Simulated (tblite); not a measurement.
Compound: C₈H₁₄.
Bonds: C1–C2 (double), C2–C3, C3–C4, C4–C5, C5–C6, C6–C7, C7–C8, C5–C8. Hydrogens: H9, H10 on C1; H11 on C2; H12, H13 on C3; H14, H15 on C4; H16 on C5; H17, H18 on C6; H19, H20 on C7; H21, H22 on C8.

Computed with GFN2-xTB (tblite), gas phase: L-BFGS steps from a force-field or distance-geometry start until the largest atomic force falls under 0.01 eV/Å.

Step 6: E = -658.9953 eV
```
atom  x, y, z in Å  |  force x, y, z in eV/Å
C1      3.6204    0.1274   -0.4928   -0.006  -0.055   0.117
C2      2.7481   -0.1559    0.4570    0.201   0.178  -0.073
C3      1.3528   -0.5826    0.1896   -0.116   0.023  -0.056
C4      0.3396    0.3992    0.7911    0.208  -0.076   0.063
C5     -1.0333   -0.1210    0.4508   -0.028   0.092   0.140
C6     -1.3668   -0.4300   -1.0127   -0.279  -0.084  -0.159
C7     -2.8217   -0.1196   -0.6383   -0.129  -0.118   0.103
C8     -2.2492    0.8067    0.4426   -0.157   0.128  -0.078
H9      4.6194    0.4551   -0.2666    0.050   0.030  -0.052
H10     3.3627    0.0186   -1.5334    0.066   0.006  -0.022
H11     3.0039   -0.0164    1.4985    0.054  -0.079   0.037
H12     1.1620   -1.5727    0.6157    0.083   0.013   0.011
H13     1.1793   -0.6376   -0.8912    0.112  -0.043   0.174
H14     0.4728    0.4740    1.8819   -0.042  -0.003  -0.307
H15     0.4865    1.3890    0.3586    0.058   0.062  -0.010
H16    -1.2548   -0.9904    1.0606    0.000  -0.246   0.167
H17    -1.1386   -1.3981   -1.4566   -0.032  -0.050   0.218
H18    -0.9656    0.3531   -1.6439    0.088   0.110  -0.227
H19    -3.2484   -1.0106   -0.1760   -0.208   0.080  -0.062
H20    -3.5165    0.2734   -1.3780    0.153   0.100  -0.029
H21    -2.7886    1.0082    1.3687   -0.040  -0.223  -0.107
H22    -1.9746    1.7498   -0.0274   -0.037   0.154   0.151
```

Step 7: E = -659.0145 eV
```
atom  x, y, z in Å  |  force x, y, z in eV/Å
C1      3.6275    0.1268   -0.4935    0.000  -0.032   0.074
C2      2.7547   -0.1558    0.4563    0.063   0.161  -0.022
C3      1.3538   -0.5823    0.1898    0.062   0.007  -0.006
C4      0.3393    0.4012    0.7910    0.205  -0.074  -0.069
C5     -1.0358   -0.1230    0.4496   -0.039   0.143   0.165
C6     -1.3740   -0.4337   -1.0172   -0.164   0.017  -0.014
C7     -2.8291   -0.1183   -0.6379   -0.081  -0.046   0.021
C8     -2.2530    0.8091    0.4469   -0.189   0.034  -0.141
H9      4.6279    0.4597   -0.2721   -0.015  -0.009  -0.046
H10     3.3669    0.0186   -1.5360    0.083   0.014   0.056
H11     3.0013   -0.0223    1.5020    0.098  -0.058  -0.017
H12     1.1723   -1.5755    0.6173    0.051   0.082   0.001
H13     1.1927   -0.6445   -0.8916    0.035  -0.014   0.156
H14     0.4727    0.4813    1.8800   -0.046  -0.047  -0.267
H15     0.4918    1.3951    0.3619    0.012  -0.044  -0.019
H16    -1.2520   -0.9958    1.0645    0.008  -0.121   0.063
H17    -1.1306   -1.4027   -1.4511   -0.120  -0.063   0.209
H18    -0.9641    0.3440   -1.6572   -0.011   0.045  -0.105
H19    -3.2733   -1.0049   -0.1813   -0.111   0.099  -0.039
H20    -3.5190    0.2744   -1.3848    0.183   0.130   0.014
H21    -2.8012    1.0061    1.3712    0.024  -0.263  -0.135
H22    -1.9792    1.7619   -0.0093   -0.046   0.039   0.119
```

Step 8: E = -659.0282 eV
```
atom  x, y, z in Å  |  force x, y, z in eV/Å
C1      3.6330    0.1260   -0.4933    0.021   0.003   0.017
C2      2.7598   -0.1530    0.4560   -0.033   0.104   0.033
C3      1.3564   -0.5819    0.1902    0.167   0.002   0.032
C4      0.3417    0.4016    0.7887    0.088  -0.045  -0.157
C5     -1.0386   -0.1227    0.4511   -0.041   0.105   0.082
C6     -1.3815   -0.4355   -1.0205   -0.013   0.070   0.114
C7     -2.8358   -0.1177   -0.6374   -0.008   0.031  -0.049
C8     -2.2587    0.8112    0.4475   -0.122  -0.052  -0.124
H9      4.6338    0.4629   -0.2768   -0.033  -0.029  -0.028
H10     3.3715    0.0189   -1.5368    0.082   0.015   0.087
H11     3.0014   -0.0276    1.5043    0.126  -0.028  -0.037
H12     1.1805   -1.5762    0.6186    0.034   0.100   0.013
H13     1.2027   -0.6496   -0.8893   -0.015   0.000   0.079
H14     0.4720    0.4855    1.8742   -0.022  -0.068  -0.153
H15     0.4960    1.3987    0.3637   -0.010  -0.100  -0.045
H16    -1.2498   -1.0016    1.0685    0.017   0.030  -0.037
H17    -1.1274   -1.4072   -1.4430   -0.178  -0.054   0.189
H18    -0.9636    0.3382   -1.6684   -0.106  -0.041   0.014
H19    -3.2933   -0.9996   -0.1855   -0.052   0.094  -0.017
H20    -3.5171    0.2777   -1.3895    0.147   0.156   0.002
H21    -2.8100    0.9994    1.3706    0.016  -0.254  -0.095
H22    -1.9834    1.7716    0.0055   -0.063  -0.038   0.079
```

Step 9: E = -659.0400 eV
```
atom  x, y, z in Å  |  force x, y, z in eV/Å
C1      3.6378    0.1253   -0.4926    0.039   0.037  -0.024
C2      2.7638   -0.1482    0.4565   -0.070   0.033   0.066
C3      1.3612   -0.5814    0.1911    0.175   0.009   0.044
C4      0.3449    0.4009    0.7840   -0.053  -0.004  -0.169
C5     -1.0416   -0.1207    0.4535   -0.015   0.029  -0.037
C6     -1.3879   -0.4359   -1.0211    0.101   0.063   0.174
C7     -2.8414   -0.1168   -0.6378    0.048   0.086  -0.099
C8     -2.2654    0.8121    0.4459   -0.013  -0.099  -0.043
H9      4.6382    0.4650   -0.2810   -0.014  -0.033  -0.001
H10     3.3768    0.0194   -1.5360    0.062   0.011   0.076
H11     3.0043   -0.0325    1.5055    0.142   0.007  -0.024
H12     1.1878   -1.5748    0.6200    0.029   0.079   0.039
H13     1.2104   -0.6538   -0.8857   -0.037   0.003  -0.019
H14     0.4712    0.4873    1.8661    0.010  -0.073  -0.025
H15     0.4994    1.4000    0.3639   -0.017  -0.110  -0.087
H16    -1.2478   -1.0060    1.0714    0.020   0.157  -0.106
H17    -1.1289   -1.4116   -1.4319   -0.203  -0.044   0.158
H18    -0.9651    0.3333   -1.6774   -0.166  -0.108   0.106
H19    -3.3107   -0.9937   -0.1891   -0.014   0.083  -0.008
H20    -3.5124    0.2840   -1.3935    0.086   0.173  -0.036
H21    -2.8169    0.9885    1.3681   -0.028  -0.217  -0.022
H22    -1.9881    1.7791    0.0187   -0.081  -0.081   0.036
```

**Question.** Estimate the geometry and energy of step 10. (The exact step hangs on the optimiser's Hessian estimate; all steps are aligned on step 9, rigid shifts and turns removed.)

**Answer.** E = -659.0525 eV, largest force 0.277 eV/Å
```
atom  x, y, z in Å  |  force x, y, z in eV/Å
C1      3.6429    0.1251   -0.4914    0.044   0.065  -0.040
C2      2.7680   -0.1420    0.4577   -0.053  -0.035   0.074
C3      1.3683   -0.5806    0.1922    0.096   0.017   0.025
C4      0.3475    0.3995    0.7768   -0.153   0.038  -0.107
C5     -1.0447   -0.1178    0.4553    0.027  -0.046  -0.141
C6     -1.3931   -0.4362   -1.0189    0.140   0.010   0.157
C7     -2.8463   -0.1147   -0.6398    0.078   0.113  -0.114
C8     -2.2727    0.8117    0.4435    0.097  -0.105   0.068
H9      4.6424    0.4664   -0.2852    0.030  -0.026   0.036
H10     3.3834    0.0201   -1.5339    0.028   0.005   0.033
H11     3.0104   -0.0372    1.5063    0.147   0.046   0.005
H12     1.1959   -1.5720    0.6224    0.031   0.037   0.072
H13     1.2177   -0.6579   -0.8819   -0.036   0.000  -0.108
H14     0.4704    0.4876    1.8563    0.037  -0.066   0.085
H15     0.5026    1.3993    0.3619   -0.018  -0.083  -0.139
H16    -1.2454   -1.0078    1.0725    0.012   0.231  -0.133
H17    -1.1348   -1.4168   -1.4169   -0.196  -0.051   0.113
H18    -0.9697    0.3267   -1.6847   -0.179  -0.140   0.159
H19    -3.3286   -0.9857   -0.1932    0.019   0.077  -0.019
H20    -3.5055    0.2942   -1.3984    0.026   0.177  -0.081
H21    -2.8246    0.9723    1.3649   -0.082  -0.167   0.064
H22    -1.9946    1.7852    0.0328   -0.096  -0.097  -0.008
```

The energy changes by -0.0125 eV. The first-order estimate −F·Δx gives -0.0167 eV and the mean of the old and new forces, exact on a quadratic surface, -0.0125 eV. The step makes an angle of 61° with the force vector and moves no atom by more than 0.020 Å.

The cost below is that of the whole relaxation. The run took 0.73 s of wall time on Arm Neoverse V1, one thread, no GPU, on a shared host.
